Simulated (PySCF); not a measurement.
## Nonlinear optical response: 2-phenylthiophene (SMILES c1ccc(-c2cccs2)cc1)

Geometry (Å), atoms numbered from 1 in this order:
```xyz
19

C    -3.1126    0.2544   -0.0599
C    -2.3833    0.9367    0.9122
C    -0.9949    0.8565    0.9343
C    -0.2971    0.0920   -0.0147
C     1.1650    0.0020    0.0019
C     2.0002   -0.6960   -0.8455
C     3.3759   -0.5535   -0.5280
C     3.5816    0.2530    0.5605
S     2.1024    0.8389    1.1989
C    -1.0468   -0.5897   -0.9880
C    -2.4346   -0.5093   -1.0098
H    -4.2029    0.3169   -0.0779
H    -2.8995    1.5392    1.6633
H    -0.4410    1.3991    1.7051
H     1.6366   -1.2985   -1.6780
H     4.1840   -1.0300   -1.0844
H     4.5261    0.5356    1.0231
H    -0.5370   -1.1931   -1.7410
H    -2.9928   -1.0498   -1.7781
```

Method used: quadratic response CAM-B3LYP/aug-cc-pVDZ first hyperpolarisability, Taylor convention, gas phase (PySCF). Geometry: PBE0-D3(BJ)/def2-SVP.

(1) Give β for the processes computed.

(2) Which lowest excitations, dipole and polarisabilities go with it?

Results:

(1) In au, Taylor convention; the vector part is βᵢ = ⅓ Σⱼ (βᵢⱼⱼ + βⱼᵢⱼ + βⱼⱼᵢ); β∥ is 3/5 of the vector part along the dipole, the dipole points from − to +:
```
                   process  λ (nm)  β vector norm    β∥  β HRS  depolarisation ratio
           static β(0;0,0)       ∞          293.5  51.2  124.5                  4.63
second harmonic β(−2ω;ω,ω)    1907          330.9  55.8  139.8                  4.72
         Pockels β(−ω;ω,0)    1907          305.2  52.6      –                     –
second harmonic β(−2ω;ω,ω)    1064          446.1  69.2  187.1                  4.91
         Pockels β(−ω;ω,0)    1064          333.8  56.1      –                     –
```

(2) S1 4.36 eV (f = 0.416); S2 4.90 eV (f = 0.001); S3 5.39 eV (f = 0.049); dipole 0.53 D; isotropic α 140.8 au static, 141.6 au at 1907 nm, 143.5 au at 1064 nm, 144.2 au at 953.5 nm, 153.6 au at 532 nm.
